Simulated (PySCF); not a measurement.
PySCF input file for TiI3, SMILES [I][Ti+]([I])[I], charge +1, multiplicity 1, PBE-D3(BJ)/def2-SVP. Coordinates come from a PBE-D3(BJ)/def2-SVP optimisation. The multiplicity is an assumed one; other spin states were not compared. The isomer is the one that the SMILES or the coordinates give; other isomers of the formula were not compared. The def2 effective core potentials stand for the cores of I; spin–orbit coupling is left out.

```python
import numpy as np
from pyscf import gto, scf, dft, df
from pyscf.hessian import thermo

mol = gto.M(
    atom='''
    Ti    0.00000000    0.00000000    0.72797761
    I     2.03429051    1.17449817   -0.10072646
    I     0.00000000   -2.34899634   -0.10072646
    I    -2.03429051    1.17449817   -0.10072646
    ''',
    basis='def2-SVP',
    ecp={'I': 'def2-svp'},
    charge=1,
    spin=0,
    max_memory=1600,
    verbose=3,
)
mf = dft.RKS(mol, xc='pbe').density_fit(auxbasis='def2-universal-jkfit')
mf.disp = 'd3bj'
mf.grids.level = 3
mf.conv_tol = 1e-11
mf.max_cycle = 100
mf.kernel()

# [left out here: the lines that compute and print the analytic Hessian (its translational invariance restored by hand, since the grid's response is missing), thermochemistry and intensities]
```

It prints:

```
converged SCF energy = -1742.10303638492

WARN: DFTD3 does not support analytical Hessian, using finite difference


WARN: Mole.unit (angstrom) is changed to Bohr

Mode                                 0                   1                   2
Irrep
Freq [cm^-1]                       64.9828             64.9841             73.2480
Reduced mass [au]                 114.4867            114.4868             80.3079
Force const [Dyne/A]                0.2848              0.2849              0.2539
Char temp [K]                      93.4959             93.4976            105.3875
Normal mode                   x     y     z       x     y     z       x     y     z
       0  Ti                 0.04 -0.01  0.00    0.01  0.04 -0.00   -0.00 -0.00 -0.09
       1   I                 0.01  0.05  0.00    0.05 -0.02  0.00    0.03  0.02  0.01
       2   I                -0.05 -0.01  0.00   -0.01  0.04 -0.00    0.00 -0.04  0.01
       3   I                 0.03 -0.04 -0.00   -0.04 -0.04  0.00   -0.03  0.02  0.01
Mode                                 3                   4                   5
Irrep
Freq [cm^-1]                      240.1882            352.8897            352.8901
Reduced mass [au]                  67.2681             54.7324             54.7325
Force const [Dyne/A]                2.2865              4.0158              4.0158
Char temp [K]                     345.5774            507.7297            507.7302
Normal mode                   x     y     z       x     y     z       x     y     z
       0  Ti                -0.00  0.00  0.11    0.00 -0.13  0.00    0.13  0.00 -0.00
       1   I                 0.03  0.02 -0.01    0.01  0.01 -0.01   -0.02 -0.01  0.01
       2   I                 0.00 -0.03 -0.01   -0.00  0.03  0.01   -0.00 -0.00 -0.00
       3   I                -0.03  0.02 -0.01   -0.01  0.01 -0.01   -0.02  0.01 -0.01
temperature 298.1500 [K]
pressure 101325.00 [Pa]
Rotational constants [GHz] 0.46814 0.46814 0.24058
Symmetry number 3
Zero-point energy (ZPE) 0.00262 [Eh]   6873.640 [J/mol]
                           tot       elec      trans        rot        vib
Entropy [J/mol/K]       383.765      0.000    184.330    129.261     70.173
Cv [J/mol/K]             70.240      0.000     12.472     12.472     45.297
Cp [J/mol/K]             78.555      0.000     20.786     12.472     45.297
Internal energy [J/mol]                      3718.434   3718.434  16355.539
Internal energy [Eh]   -1742.09397  -1742.10304
Enthalpy [J/mol]                             6197.391   3718.434  16355.539
Enthalpy [Eh]          -1742.09303
Gibbs free energy [J/mol]                  -48760.667 -34820.812  -4566.572
Gibbs free energy [Eh] -1742.13661
mode   freq/cm-1   IR/(km/mol)
   1       64.98         0.002
   2       64.98         0.002
   3       73.25         2.357
   4      240.19         7.203
   5      352.89        59.092
   6      352.89        59.090
max |gradient| / (hartree/bohr): 7.279073483065768e-05
APT charges: [ 1.3529 -0.1177 -0.1177 -0.1177]
```

Self-consistency was reached.
